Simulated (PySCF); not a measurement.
Computed with PySCF, PBE0, basis Hf def2-TZVP with ECP60, N def2-TZVP, H def2-TZVP (scalar-relativistic core potentials, no spin–orbit coupling, density fitting).

```xyz
3
charge 0 multiplicity 1, angstrom
Hf    0.0862    0.0130    0.0856
N    -1.0326   -0.1561   -1.2134
H    -1.0380   -0.1569    1.5693
```

HHfN (singlet), along the line from Hf1 (at 0) through N2 (at 1.723 Å). Core electrons replaced by a potential are absent, the electrostatic potential uses the reduced nuclear charge, and values within about 0.7 Å of such atoms have no physical meaning.

Question: Tabulate the fields along this line at 0.86, 0.95, 1.03, 1.12, 1.21, 1.29, 1.38, 1.46, 1.55, 1.64, 1.81, 1.90, 1.98, 2.07, 2.15, 2.24, 2.33, 2.41, 2.50, 2.58, 2.67, 2.76 Å.

Answer: 
```csv
distance (Å),electron density (e/Å³),electron localisation function,electrostatic potential (V)
0.86,1.79,0.436,28.1
0.95,1.74,0.495,22.7
1.03,1.9,0.631,21.4
1.12,2.24,0.742,24.8
1.21,2.72,0.774,34.1
1.29,3.32,0.695,52.7
1.38,3.99,0.368,86.9
1.46,5.7,0.0986,152
1.55,19.5,0.488,293
1.64,149,0.998,781
1.81,148,0.998,780
1.90,19.4,0.477,292
1.98,5.66,0.109,150
2.07,3.81,0.423,84.1
2.15,2.94,0.781,48.6
2.24,2.18,0.881,28
2.33,1.57,0.908,15.6
2.41,1.1,0.914,8.02
2.50,0.758,0.911,3.38
2.58,0.519,0.903,0.539
2.67,0.356,0.889,-1.19
2.76,0.246,0.869,-2.22
```

No spin–orbit coupling is included, which matters more the heavier the element.
